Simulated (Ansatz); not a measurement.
The first iterations of a band of CH6BFGeS (11 atoms, charge 0, multiplicity 1).

All numbers below come from RKS PBE0/def2-mTZVP (Ansatz 0.2.0).

- movable images: 5
- climbing image: yes
- spring: 5.0 eV/Å²
- optimiser: quadratic models (default)
- start path: IDPP
- force threshold: 0.05 eV/Å
- iteration limit: 60
- end points: relaxed

Image 0:

```xyz
11
Properties=species:S:1:pos:R:3
B -0.703 1.754 1.434
C -0.464 0.656 0.360
S 1.018 -0.381 0.665
Ge 0.909 -1.736 -1.059
F 1.123 -0.805 -2.528
H 0.013 1.903 2.376
H -1.651 2.467 1.293
H -0.388 1.146 -0.618
H -1.369 0.036 0.297
H -0.488 -2.358 -1.215
H 2.064 -2.738 -0.984
```

Image 6:

```xyz
11
Properties=species:S:1:pos:R:3
B -1.117 0.985 0.982
C -0.032 1.270 -0.093
S 1.573 0.371 -0.017
Ge 0.884 -1.663 -0.460
F 0.403 -1.756 -2.142
H -0.924 0.281 1.925
H -2.171 1.538 0.867
H 0.234 2.330 0.037
H -0.432 1.232 -1.111
H -0.402 -2.007 0.308
H 2.049 -2.638 -0.274
```

| iteration | highest image above the first end (eV) | largest band force component (eV/Å) |
| --- | --- | --- |
| 1 | 0.232 | 0.948 |
| 2 | 0.094 | 0.396 |

Question: Does the band converge within its limit, and where does its top end?

Answer: It converged. It ended after 5 iterations with the highest image 0.080 eV above the first end. A vibrational analysis at the climbing image gives one clearly imaginary mode, 68i cm⁻¹: a first-order saddle point.

Time of the run: 2.3 min on 2 threads of Arm Neoverse V2 (shared host), peak memory 0.32 GiB.
